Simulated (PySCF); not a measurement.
CH₃F₂IOSi, SMILES CO[Si](F)(F)I.

Coordinates come from a B3LYP-D3(BJ)/def2-SVP optimisation. This is a generated structure with no PubChem entry under its InChIKey; it may be hypothetical. The def2 effective core potentials stand for the cores of I; spin–orbit coupling is left out. The values are those of a single conformer.

Two levels are set side by side: TDDFT-PBE/def2-SVPD (PySCF) and TDDFT-M06-2X/def2-SVPD (PySCF). Vertical, same geometry. The lowest singlet is HOMO→LUMO 99 % with PBE and HOMO→LUMO 86 % with the other functional; states are paired by order. Differences are taken from unrounded values.

```json
[
 {"quantity": "lowest singlet excitation (eV)", "TDDFT-M06-2X": "6.04"},
 {"quantity": "lowest triplet excitation (TDA) (eV)", "TDDFT-M06-2X": "5.63"}
]
```

**Question.** What does TDDFT-PBE give, and how far is it from TDDFT-M06-2X? (Estimate from the structure and the level; the computed values follow.)

**Answer.** 
| quantity | TDDFT-PBE | TDDFT-PBE minus TDDFT-M06-2X |
|---|---|---|
| lowest singlet excitation (eV) | 5.51 | -0.53 |
| lowest triplet excitation (TDA) (eV) | 5.07 | -0.56 |

Functionals without exact exchange tend to place singlet excitations lower, as here. Differences between two approximate levels are no errors against the true value.

Rough cost on one machine, each run with all the roots and properties that it gave: TDDFT-M06-2X against TDDFT-PBE about 20 times.
